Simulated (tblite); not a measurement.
Compound: C7H14O2P (charge -1).
Numbering: `[CH3:1][P@:2](=[O:3])([O-:4])[CH:5]1[CH2:6][CH2:7][CH2:8][CH2:9][CH2:10]1` (hydrogens: H11, H12, H13 on C1; H14 on C5; H15, H16 on C6; H17, H18 on C7; H19, H20 on C8; H21, H22 on C9; H23, H24 on C10)
Bond orders are those of one Lewis drawing.

Computed with GFN2-xTB (tblite), gas phase: L-BFGS steps from a force-field or distance-geometry start until the largest atomic force falls under 0.01 eV/Å.

Step 6: E = -901.3437 eV
```
atom  x, y, z in Å  |  force x, y, z in eV/Å
C1      3.3809    0.3861   -0.0336    0.040   0.046   0.029
P2      1.9845   -0.6003    0.7301   -0.064  -0.173  -0.140
O3      1.8364   -0.2039    2.1620    0.068  -0.152  -0.075
O4      2.2361   -2.0317    0.3625    0.063   0.331   0.278
C5      0.4145   -0.0743   -0.1811   -0.154  -0.130  -0.063
C6     -0.5048   -1.2488    0.1148   -0.133  -0.119   0.051
C7     -1.8760   -1.1180   -0.5337   -0.103   0.017  -0.051
C8     -2.5383    0.1713   -0.0690    0.018   0.161  -0.013
C9     -1.6086    1.3130   -0.4589    0.153   0.146  -0.038
C10    -0.2904    1.1790    0.3018    0.117   0.018   0.110
H11     3.3224    1.4580    0.1259   -0.148   0.056  -0.002
H12     4.2385    0.0092    0.5253    0.037   0.007  -0.029
H13     3.5375    0.1696   -1.0882   -0.130  -0.020   0.042
H14     0.5649    0.0102   -1.2614    0.246  -0.101  -0.065
H15    -0.6211   -1.2819    1.1989    0.011  -0.093   0.134
H16    -0.0181   -2.1770   -0.1766    0.027  -0.032  -0.120
H17    -1.7660   -1.0611   -1.6185    0.044  -0.112  -0.120
H18    -2.5060   -1.9848   -0.3138    0.027  -0.029   0.106
H19    -3.5277    0.2996   -0.5210   -0.002  -0.024  -0.053
H20    -2.6602    0.1615    1.0149   -0.055  -0.039   0.044
H21    -1.3886    1.2140   -1.5230   -0.059   0.164  -0.168
H22    -2.0623    2.2954   -0.3061   -0.099   0.007   0.169
H23    -0.4965    1.0704    1.3642    0.054   0.013   0.171
H24     0.3369    2.0643    0.1921    0.042   0.056  -0.196
```

Step 7: E = -901.3661 eV
```
atom  x, y, z in Å  |  force x, y, z in eV/Å
C1      3.3756    0.3850   -0.0346    0.052   0.066   0.044
P2      1.9840   -0.6011    0.7353   -0.037   0.069   0.005
O3      1.8338   -0.2056    2.1695    0.079  -0.169  -0.172
O4      2.2529   -2.0231    0.3667    0.024   0.019   0.229
C5      0.4158   -0.0786   -0.1779   -0.145  -0.145  -0.047
C6     -0.5054   -1.2535    0.1149   -0.154  -0.104   0.045
C7     -1.8786   -1.1173   -0.5369   -0.067  -0.014  -0.023
C8     -2.5432    0.1767   -0.0768    0.080   0.099   0.011
C9     -1.6086    1.3225   -0.4579    0.084   0.094  -0.048
C10    -0.2836    1.1803    0.2993    0.007   0.046   0.087
H11     3.3088    1.4543    0.1269   -0.118   0.120  -0.011
H12     4.2380    0.0126    0.5205    0.020   0.014  -0.023
H13     3.5319    0.1694   -1.0899   -0.150  -0.017   0.055
H14     0.5830   -0.0036   -1.2545    0.193  -0.068  -0.124
H15    -0.6160   -1.2986    1.2007   -0.025  -0.041   0.086
H16    -0.0217   -2.1846   -0.1803    0.011   0.034  -0.133
H17    -1.7646   -1.0810   -1.6239    0.028  -0.032  -0.053
H18    -2.5052   -1.9852   -0.3090    0.001   0.004   0.107
H19    -3.5409    0.3054   -0.5183    0.135  -0.030  -0.089
H20    -2.6674    0.1610    1.0080   -0.013  -0.025   0.027
H21    -1.3954    1.2408   -1.5269   -0.030   0.106  -0.096
H22    -2.0744    2.3014   -0.3006    0.000  -0.045   0.214
H23    -0.4747    1.0764    1.3656   -0.020  -0.001   0.141
H24     0.3439    2.0661    0.1874    0.046   0.022  -0.232
```

Step 8: E = -901.3814 eV
```
atom  x, y, z in Å  |  force x, y, z in eV/Å
C1      3.3728    0.3859   -0.0344    0.024   0.082   0.038
P2      1.9825   -0.5999    0.7367    0.011   0.153   0.121
O3      1.8337   -0.2103    2.1725    0.054  -0.112  -0.156
O4      2.2651   -2.0169    0.3748    0.002  -0.202   0.137
C5      0.4134   -0.0842   -0.1772   -0.080  -0.093  -0.026
C6     -0.5091   -1.2592    0.1160   -0.102  -0.050   0.012
C7     -1.8821   -1.1167   -0.5398   -0.013  -0.040   0.015
C8     -2.5447    0.1827   -0.0818    0.106  -0.002   0.010
C9     -1.6063    1.3309   -0.4581   -0.010   0.020  -0.019
C10    -0.2780    1.1816    0.2995   -0.068   0.041   0.009
H11     3.2969    1.4542    0.1273   -0.079   0.140  -0.018
H12     4.2386    0.0150    0.5170   -0.004   0.032  -0.019
H13     3.5248    0.1689   -1.0898   -0.147  -0.006   0.050
H14     0.5996   -0.0145   -1.2520    0.105  -0.052  -0.096
H15    -0.6132   -1.3107    1.2042   -0.052  -0.016   0.009
H16    -0.0237   -2.1892   -0.1857   -0.020   0.068  -0.116
H17    -1.7630   -1.0952   -1.6288    0.001   0.019   0.028
H18    -2.5047   -1.9856   -0.3033   -0.040   0.038   0.086
H19    -3.5471    0.3085   -0.5185    0.214  -0.010  -0.106
H20    -2.6726    0.1601    1.0042    0.026   0.000  -0.018
H21    -1.4007    1.2612   -1.5320   -0.005   0.079   0.003
H22    -2.0830    2.3049   -0.2922    0.076  -0.060   0.220
H23    -0.4605    1.0804    1.3700   -0.043   0.008   0.048
H24     0.3496    2.0679    0.1790    0.045  -0.037  -0.214
```

Problem. Estimate the geometry and energy of step 9. (The exact step hangs on the optimiser's Hessian estimate; all steps are aligned on step 8, rigid shifts and turns removed.)

Solution. E = -901.3917 eV, largest force 0.267 eV/Å
```
atom  x, y, z in Å  |  force x, y, z in eV/Å
C1      3.3715    0.3887   -0.0333   -0.026   0.084   0.027
P2      1.9815   -0.5982    0.7369    0.047   0.083   0.118
O3      1.8350   -0.2156    2.1724    0.015  -0.020  -0.035
O4      2.2721   -2.0150    0.3839   -0.013  -0.260   0.059
C5      0.4097   -0.0894   -0.1780    0.005  -0.020  -0.002
C6     -0.5137   -1.2639    0.1171   -0.015   0.006  -0.022
C7     -1.8850   -1.1168   -0.5414    0.029  -0.048   0.043
C8     -2.5433    0.1867   -0.0845    0.095  -0.080  -0.003
C9     -1.6041    1.3366   -0.4586   -0.061  -0.043   0.024
C10    -0.2752    1.1827    0.3002   -0.077   0.007  -0.068
H11     3.2881    1.4570    0.1271   -0.044   0.122  -0.021
H12     4.2392    0.0169    0.5147   -0.021   0.057  -0.016
H13     3.5172    0.1684   -1.0886   -0.130   0.010   0.035
H14     0.6120   -0.0221   -1.2525    0.015  -0.046  -0.028
H15    -0.6127   -1.3182    1.2072   -0.065  -0.011  -0.055
H16    -0.0251   -2.1906   -0.1918   -0.044   0.066  -0.088
H17    -1.7618   -1.1033   -1.6316   -0.023   0.039   0.081
H18    -2.5052   -1.9853   -0.2978   -0.077   0.055   0.061
H19    -3.5463    0.3099   -0.5211    0.223   0.013  -0.112
H20    -2.6752    0.1594    1.0020    0.051   0.022  -0.049
H21    -1.4040    1.2749   -1.5359    0.009   0.072   0.077
H22    -2.0868    2.3058   -0.2822    0.107  -0.046   0.203
H23    -0.4534    1.0830    1.3743   -0.035   0.029  -0.057
H24     0.3537    2.0684    0.1690    0.034  -0.090  -0.170
```

The energy changes by -0.0103 eV. The first-order estimate −F·Δx gives -0.0144 eV and the mean of the old and new forces, exact on a quadratic surface, -0.0104 eV. The step makes an angle of 57° with the force vector and moves no atom by more than 0.015 Å.

What follows is the cost of the whole relaxation. On Arm Neoverse V1, one thread, shared host with 32 logical CPUs at a one-minute load of 9.6, this took 1.1 s wall.
